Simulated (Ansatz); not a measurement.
The same path of Cl2GeH2 (5 atoms, charge 0, multiplicity 1) was run twice with different band settings. Lost on the way: Ge1–H2, Ge1–Cl3. Made: H2–Cl3.

Theory: RKS BHLYP/def2-SVP in Ansatz.

Relaxed end points:

```xyz
5
Properties=species:S:1:pos:R:3
Ge 0.176 0.018 0.275
H -0.046 -0.039 1.778
Cl 2.292 -0.036 -0.095
H -0.398 1.243 -0.422
Cl -0.708 -1.732 -0.605
```

```xyz
5
Properties=species:S:1:pos:R:3
Ge -0.944 0.371 0.028
H 1.623 -0.475 2.014
Cl 1.857 0.189 0.942
H -0.229 1.036 -1.223
Cl -0.993 -1.666 -0.831
```

Common settings: movable images 7; climbing image yes; spring 5.0 eV/Å²; optimiser quadratic models (default); force threshold 0.05 eV/Å; iteration limit 60; end points relaxed.

| run | start path |
| --- | --- |
| 1 | through a guess of the saddle point |
| 2 | straight line |

Question: What does each run give, and how far can it be trusted?

Answer: Run 1: converged after 11 iterations, highest image 2.589 eV above the first end. Neighbouring images differ by up to 1.3 eV, so the band resolves the path poorly. A vibrational analysis at the climbing image gives one clearly imaginary mode, 1163i cm⁻¹: a first-order saddle point.
Run 2: converged after 9 iterations, highest image 2.590 eV above the first end. Another band between the same ends (7 images) ends at a top of the same energy, where a vibrational analysis finds 1 clearly imaginary mode.
The orbitals stay closed-shell, which can raise the energy where a bond breaks towards radicals; this wasn't checked here.
